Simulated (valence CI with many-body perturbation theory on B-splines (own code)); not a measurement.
Hg⁷⁴⁺: electric-dipole lines

Calculated by relativistic CI+MBPT: four valence electrons over a frozen Dirac-Fock core [He], radial functions for each j: 11 s, 11 p, 10 d, 8 f, 5 g, 2 h, with the one-electron correlation potential Σ1 (screened to all orders), the two-electron term Σ2, the three-electron term Σ3, Breit, model QED; selected single and double excitations, second order for the rest, scaled by the run's own slope (own B-spline code, finite nucleus).

The last digits are not significant, and no measured levels were compared; by estimate large intervals hold to a few tenths of a per cent, small ones and those within an open d or f shell to about a per cent. Among the levels kept, up to 1400 cm⁻¹ of a level comes from second order outside the variational space, and about a tenth of that is noise between levels of different J, which matters for small intervals.

Lines 201 to 250 of 534 in falling wavelength, among levels below 17898 eV, chosen from the strongest by gf and those to the six lowest levels. Wavelengths and rates use the calculated energies. Electric multipoles are in the length gauge with retardation, E1 and E2 with the static RPA response of the core. Weak lines are less certain than strong ones. Lines between different terms over intervals too small for the method are left out, as are lines whose strength nearly cancels. The highest levels of a list are the least certain.

Levels are named by their leading jj configuration (3d3/2^4 stands for four electrons in 3d with j = 3/2), which in mixed levels can hold well under half, so a name can repeat and another be missing. Letters in brackets count levels of one name in rising energy.

```csv
λ vac (nm),Upper,Lower,A (s⁻¹),S (a.u.) with core polarisation,S without
0.5048,(2s 2p3/2^2 3d3/2) J=1 [b],(2s^2 2p3/2 3d3/2) J=2,2.68e+13,5.11e-03,5.11e-03
0.5048,(2s 2p1/2 2p3/2 3d5/2) J=1 [c],(2s^2 2p1/2 3d5/2) J=2,2.58e+13,4.92e-03,4.93e-03
0.5048,(2s 2p1/2 2p3/2 3p3/2) J=1 [c],(2s^2 2p1/2 3p3/2) J=1,1.72e+13,3.28e-03,3.28e-03
0.5048,(2p1/2^2 2p3/2 3d3/2) J=3,(2s 2p1/2^2 3d3/2) J=2,1.72e+13,7.63e-03,7.64e-03
0.5047,(2p1/2 2p3/2^2 3p1/2) J=0,(2s 2p1/2 2p3/2 3p1/2) J=1 [c],4.21e+13,2.67e-03,2.67e-03
0.5047,(2s 2p3/2^2 3p3/2) J=0,(2s^2 2p3/2 3p3/2) J=1,4.15e+13,2.63e-03,2.64e-03
0.5046,(2s 2p1/2 2p3/2 3s) J=2 [c],(2s^2 2p1/2 3s) J=1,2.45e+13,7.77e-03,7.78e-03
0.5045,(2p1/2^2 2p3/2 3p1/2) J=2,(2s 2p1/2^2 3p1/2) J=1,1.93e+13,6.13e-03,6.13e-03
0.5044,(2s 2p1/2 2p3/2 3s) J=1 [c],(2s^2 2p1/2 3s) J=0,2.09e+13,3.97e-03,3.97e-03
0.5044,(2s 2p3/2^2 3s) J=1 [b],(2s^2 2p3/2 3s) J=1,3.59e+13,6.82e-03,6.82e-03
0.5039,(2s 2p3/2^2 3s) J=1 [a],(2s^2 2p3/2 3s) J=2,1.94e+13,3.68e-03,3.69e-03
0.5037,(2s 2p3/2^2 3p3/2) J=3 [b],(2s^2 2p3/2 3p3/2) J=3,3.19e+13,1.41e-02,1.41e-02
0.5036,(2s 2p3/2^2 3p1/2) J=1 [b],(2s^2 2p3/2 3p1/2) J=2,1.91e+13,3.61e-03,3.61e-03
0.5034,(2s 2p3/2^2 3p1/2) J=1 [a],(2s^2 2p3/2 3p1/2) J=1,3.48e+13,6.58e-03,6.59e-03
0.5034,(2s 2p3/2^2 3p1/2) J=2 [b],(2s^2 2p3/2 3p1/2) J=2,3.67e+13,1.15e-02,1.16e-02
0.5033,(2p1/2 2p3/2^2 3s) J=1 [b],(2s 2p1/2 2p3/2 3s) J=1 [b],1.13e+13,2.13e-03,2.13e-03
0.5030,(2s 2p3/2^2 3p3/2) J=2 [b],(2s^2 2p3/2 3p3/2) J=3,2.77e+13,8.69e-03,8.70e-03
0.5030,(2s 2p1/2 2p3/2 3p3/2) J=1 [d],(2s^2 2p1/2 3p3/2) J=2,1.62e+13,3.06e-03,3.06e-03
0.5028,(2s 2p1/2 2p3/2^2) J=0,(2s^2 2p1/2 2p3/2) J=1,2.12e+13,1.33e-03,1.33e-03
0.5027,(2p1/2^2 2p3/2 3s) J=2,(2s 2p1/2^2 3s) J=1,1.91e+13,6.00e-03,6.01e-03
0.5025,(2p1/2^2 2p3/2 3d3/2) J=1,(2s 2p1/2^2 3d3/2) J=1,1.67e+13,3.14e-03,3.15e-03
0.5024,(2p1/2 2p3/2^2 3s) J=2 [b],(2s 2p1/2 2p3/2 3s) J=2 [b],1.41e+13,4.40e-03,4.41e-03
0.5020,(2p1/2^2 2p3/2 3p3/2) J=2,(2s 2p1/2^2 3p3/2) J=1,8.85e+12,2.76e-03,2.77e-03
0.5017,(2p1/2^2 2p3/2 3d5/2) J=1,(2s 2p1/2^2 3d5/2) J=2,2.02e+13,3.78e-03,3.79e-03
0.5014,(2s 2p1/2 2p3/2^2) J=1 [a],(2s^2 2p1/2 2p3/2) J=2,4.04e+12,7.53e-04,7.54e-04
0.5014,(2p1/2 2p3/2^2 3p1/2) J=3,(2s 2p1/2 2p3/2 3p1/2) J=3,1.80e+13,7.85e-03,7.86e-03
0.5012,(2s 2p3/2^2 3s) J=2 [b],(2s^2 2p3/2 3s) J=2,3.44e+13,1.07e-02,1.07e-02
0.5012,(2s 2p3/2^2 3p3/2) J=1 [b],(2s^2 2p3/2 3p3/2) J=1,1.18e+13,2.21e-03,2.21e-03
0.5011,(2p1/2^2 2p3/2 3d5/2) J=3,(2s 2p1/2^2 3d5/2) J=3,1.10e+13,4.78e-03,4.78e-03
0.5009,(2p1/2^2 2p3/2 3p3/2) J=2,(2s 2p1/2^2 3p3/2) J=2,9.89e+12,3.07e-03,3.07e-03
0.5008,(2s 2p1/2^2 2p3/2) J=1,(2s^2 2p1/2^2) J=0,2.72e+13,5.07e-03,5.07e-03
0.5004,(2s 2p3/2^2 3p3/2) J=2 [c],(2s^2 2p3/2 3p3/2) J=1,7.87e+12,2.43e-03,2.44e-03
0.5002,(2p1/2 2p3/2^2 3p1/2) J=2 [b],(2s 2p1/2 2p3/2 3p1/2) J=2 [b],1.88e+13,5.81e-03,5.81e-03
0.5000,(2s 2p3/2^2 3p3/2) J=1 [c],(2s^2 2p3/2 3p3/2) J=2,2.70e+13,5.00e-03,5.00e-03
0.4998,(2s 2p1/2 2p3/2^2) J=2 [b],(2s^2 2p1/2 2p3/2) J=2,3.81e+13,1.17e-02,1.18e-02
0.4988,(2p1/2 2p3/2^2 3s) J=1 [a],(2s 2p1/2 2p3/2 3s) J=1 [a],1.51e+13,2.77e-03,2.77e-03
0.4987,(2p1/2 2p3/2^2 3s) J=3,(2s 2p1/2 2p3/2 3s) J=3,1.76e+13,7.54e-03,7.55e-03
0.4987,(2s 2p1/2 2p3/2^2) J=1 [b],(2s^2 2p1/2 2p3/2) J=2,2.24e+13,4.12e-03,4.13e-03
0.4982,(2p1/2 2p3/2^2 3p1/2) J=2 [a],(2s 2p1/2 2p3/2 3p1/2) J=2 [a],1.61e+13,4.93e-03,4.93e-03
0.4978,(2s 2p1/2 2p3/2^2) J=1 [a],(2s^2 2p1/2 2p3/2) J=1,3.78e+13,6.90e-03,6.91e-03
0.4975,(2p1/2 2p3/2^2 3p1/2) J=1 [a],(2s 2p1/2 2p3/2 3p1/2) J=1 [a],1.70e+13,3.09e-03,3.10e-03
0.4971,(2p1/2^2 2p3/2^2) J=0,(2s 2p1/2^2 2p3/2) J=1,4.29e+13,2.60e-03,2.61e-03
0.4961,(2s 2p1/2 2p3/2^2) J=2 [b],(2s^2 2p1/2 2p3/2) J=1,2.95e+12,8.90e-04,8.91e-04
0.4951,(2p1/2 2p3/2^2 3s) J=2 [a],(2s 2p1/2 2p3/2 3s) J=2 [a],1.83e+13,5.49e-03,5.49e-03
0.4951,(2s 2p1/2 2p3/2^2) J=1 [b],(2s^2 2p1/2 2p3/2) J=1,8.12e+11,1.46e-04,1.46e-04
0.4939,(2s 2p3/2^3) J=1,(2s^2 2p3/2^2) J=2,3.70e+13,6.60e-03,6.61e-03
0.4923,(2p1/2^2 2p3/2^2) J=2,(2s 2p1/2^2 2p3/2) J=2,2.07e+13,6.08e-03,6.09e-03
0.4878,(2p1/2 2p3/2^3) J=2,(2s 2p1/2 2p3/2^2) J=3,1.06e+13,3.04e-03,3.04e-03
0.4825,(2p1/2 2p3/2^3) J=1,(2s 2p1/2 2p3/2^2) J=2 [a],1.31e+13,2.18e-03,2.19e-03
0.3473,(2s 2p1/2^2 4p1/2) J=1,(2s 2p1/2^2 3d3/2) J=2,2.23e+13,1.38e-03,1.38e-03
```
